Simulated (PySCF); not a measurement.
Basis and Hamiltonian dependence of the ionisation energy of Ge²⁺

Ge²⁺ [Ar] 3d10 4s2 (1S) → Ge³⁺ [Ar] 3d10 4s1 (2S). All values are computed (PySCF 2.14, energy differences of UHF-based or UKS calculations, no spin-orbit coupling). Values in eV.

```json
{"basis": "cc-pVDZ-PP with ECP10MDF", "Hamiltonian": "ECP", "functions": "23", "UHF": "32.212", "r2SCAN": "n/a", "PBE0": "33.991", "MP2 (valence)": "32.897", "CCSD(T) (valence)": "33.234", "CCSD(T) (valence and next inner shell)": "n/a"}
{"basis": "x2c-SVPall", "Hamiltonian": "spin-free X2C", "functions": "32", "UHF": "32.216", "r2SCAN": "n/a", "PBE0": "n/a", "MP2 (valence)": "32.934", "CCSD(T) (valence)": "33.260", "CCSD(T) (valence and next inner shell)": "n/a"}
{"basis": "aug-cc-pVDZ-PP with ECP10MDF", "Hamiltonian": "ECP", "functions": "32", "UHF": "32.211", "r2SCAN": "34.051", "PBE0": "33.988", "MP2 (valence)": "32.905", "CCSD(T) (valence)": "33.239", "CCSD(T) (valence and next inner shell)": "n/a"}
{"basis": "pcseg-2", "Hamiltonian": "non-relativistic", "functions": "43", "UHF": "31.692", "r2SCAN": "n/a", "PBE0": "n/a", "MP2 (valence)": "32.472", "CCSD(T) (valence)": "32.779", "CCSD(T) (valence and next inner shell)": "n/a"}
{"basis": "aug-cc-pwCVDZ-PP with ECP10MDF", "Hamiltonian": "ECP", "functions": "48", "UHF": "32.206", "r2SCAN": "34.038", "PBE0": "33.965", "MP2 (valence)": "32.951", "CCSD(T) (valence)": "33.268", "CCSD(T) (valence and next inner shell)": "33.838"}
{"basis": "x2c-TZVPPall", "Hamiltonian": "spin-free X2C", "functions": "48", "UHF": "32.176", "r2SCAN": "34.017", "PBE0": "34.021", "MP2 (valence)": "32.935", "CCSD(T) (valence)": "33.224", "CCSD(T) (valence and next inner shell)": "33.588"}
{"basis": "def2-TZVP", "Hamiltonian": "non-relativistic", "functions": "48", "UHF": "31.705", "r2SCAN": "33.484", "PBE0": "n/a", "MP2 (valence)": "32.490", "CCSD(T) (valence)": "32.796", "CCSD(T) (valence and next inner shell)": "n/a"}
{"basis": "x2c-TZVPall", "Hamiltonian": "spin-free X2C", "functions": "48", "UHF": "32.176", "r2SCAN": "n/a", "PBE0": "n/a", "MP2 (valence)": "32.935", "CCSD(T) (valence)": "33.224", "CCSD(T) (valence and next inner shell)": "n/a"}
{"basis": "aug-pcseg-2", "Hamiltonian": "non-relativistic", "functions": "59", "UHF": "31.703", "r2SCAN": "33.489", "PBE0": "33.504", "MP2 (valence)": "32.487", "CCSD(T) (valence)": "n/a", "CCSD(T) (valence and next inner shell)": "n/a"}
{"basis": "aug-cc-pVTZ-PP with one added diffuse shell each of s, d, f type with ECP10MDF", "Hamiltonian": "ECP", "functions": "68", "UHF": "32.193", "r2SCAN": "34.026", "PBE0": "33.959", "MP2 (valence)": "32.981", "CCSD(T) (valence)": "33.280", "CCSD(T) (valence and next inner shell)": "n/a"}
{"basis": "dyall-av2z", "Hamiltonian": "non-relativistic", "functions": "92", "UHF": "31.709", "r2SCAN": "33.497", "PBE0": "33.515", "MP2 (valence)": "32.459", "CCSD(T) (valence)": "32.791", "CCSD(T) (valence and next inner shell)": "n/a"}
{"basis": "aug-cc-pwCVTZ-PP with ECP10MDF", "Hamiltonian": "ECP", "functions": "96", "UHF": "32.190", "r2SCAN": "34.055", "PBE0": "33.973", "MP2 (valence)": "33.002", "CCSD(T) (valence)": "33.290", "CCSD(T) (valence and next inner shell)": "33.996"}
{"basis": "x2c-QZVPPall with one added diffuse shell each of s, p, d, f type", "Hamiltonian": "spin-free X2C", "functions": "113", "UHF": "32.195", "r2SCAN": "34.048", "PBE0": "34.038", "MP2 (valence)": "33.015", "CCSD(T) (valence)": "33.292", "CCSD(T) (valence and next inner shell)": "n/a"}
{"basis": "dyall-av3z", "Hamiltonian": "spin-free X2C", "functions": "144", "UHF": "32.195", "r2SCAN": "n/a", "PBE0": "n/a", "MP2 (valence)": "32.989", "CCSD(T) (valence)": "33.284", "CCSD(T) (valence and next inner shell)": "n/a"}
```

Frozen in the all-electron rows: valence: [Ar] 3d10; valence and next inner shell: [Ne]; with a core potential, the same shells as far as they lie outside it.

Non-relativistic rows lack the scalar-relativistic shift.

Reference for a calculation without spin-orbit coupling: 34.058 eV (measured, between term centres; NIST).
